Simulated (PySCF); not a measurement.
Compound: Cl2I2Si.
Bonds: Cl1–Si2, Si2–Cl3, Si2–I4, Si2–I5.

Method used: PySCF, PBE0-D3(BJ)/def2-SVP geometry optimisation, gas phase, def2 core potentials past Kr.

Q: List the bond lengths and angles at this level.

A: 
```json
{"bond": "Cl1–Si2, Si2–Cl3", "length (pm)": "204.8", "order": "single"}
{"bond": "Si2–I4, Si2–I5", "length (pm)": "242.5", "order": "single"}
```

Bonds in one row agree within 1 pm and their mean is given. Orders are formal, as drawn. A selection of angles:
```json
{"angle": "Cl1–Si2–Cl3", "degrees": "108.3"}
{"angle": "Cl1–Si2–I4", "degrees": "109.3"}
{"angle": "I4–Si2–I5", "degrees": "110.9"}
```

Si2 (chlorine-bound silicon) is tetrahedral (angles from 108.3° to 110.9°).

Point group: C2v (every atom within 0.08 Å of its image). No PBE0-D3(BJ)/def2-SVP frequencies stand behind this structure, so it isn't proved a minimum.
